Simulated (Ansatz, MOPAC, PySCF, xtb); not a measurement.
Complex: C2H6 (SMILES CC) (first 8 atoms) with CH6Si (SMILES C[SiH3]); geometry from B3LYP-D3(BJ)/def2-TZVP, rigid monomers moved along the line of their centres of mass till H5···Si10 is 3.78 Å.
(charge 0, multiplicity 1):
```xyz
16

C      0.879     0.087     0.455
C     -0.510     0.682     0.245
H      1.557     0.367    -0.353
H      0.842    -1.003     0.494
H      1.326     0.432     1.389
H     -0.477     1.773     0.227
H     -1.195     0.384     1.040
H     -0.943     0.350    -0.701
C     -0.545     0.758     4.640
Si    -0.181    -1.078     4.515
H     -0.029     1.197     5.496
H     -1.615     0.934     4.764
H     -0.220     1.285     3.742
H      1.271    -1.315     4.335
H     -0.899    -1.680     3.367
H     -0.616    -1.775     5.751
```

Monomers are frozen at their geometry in the pair; levels with a basis set take the counterpoise correction. Rows marked so take none.

Cores are frozen in the correlated methods. Rows in 6-31G* carry no dispersion term and start afresh at each structure (6-31G* with six Cartesian d functions). The state reached by PM3 isn't checked.

The values were computed with Ansatz (Gaussian basis) for Hartree–Fock, density functionals and correlated methods; MOPAC for PM3 (differences of heats of formation); PySCF for 6-31G* rows, the dispersion terms; xtb for the GFN methods. Each number belongs to the level named beside it.

```json
[
 {"level": "GFN-FF", "interaction energy (kJ/mol)": "-4.5"},
 {"level": "PM3", "interaction energy (kJ/mol)": "-1.3"},
 {"level": "HF/6-31G* (no counterpoise)", "interaction energy (kJ/mol)": "0.4"},
 {"level": "BP86/6-31G* (no counterpoise)", "interaction energy (kJ/mol)": "(withheld)"},
 {"level": "r2SCAN-D3(BJ)/def2-TZVPPD", "interaction energy (kJ/mol)": "-4.6"},
 {"level": "r2SCAN-D4/def2-TZVPPD", "interaction energy (kJ/mol)": "-4.3"},
 {"level": "B3LYP/6-31G*", "interaction energy (kJ/mol)": "(withheld)"},
 {"level": "B3LYP/6-31G* (no counterpoise)", "interaction energy (kJ/mol)": "0.2"},
 {"level": "CCSD(T)/aug-cc-pV(D+d)Z", "interaction energy (kJ/mol)": "-4.2"}
]
```

**Question.** Complete the blanks.

**Answer.** 
- BP86/6-31G* (no counterpoise), interaction energy (kJ/mol): 2.1
- B3LYP/6-31G*, interaction energy (kJ/mol): 1.6

Ansatz is an electronic-structure program.
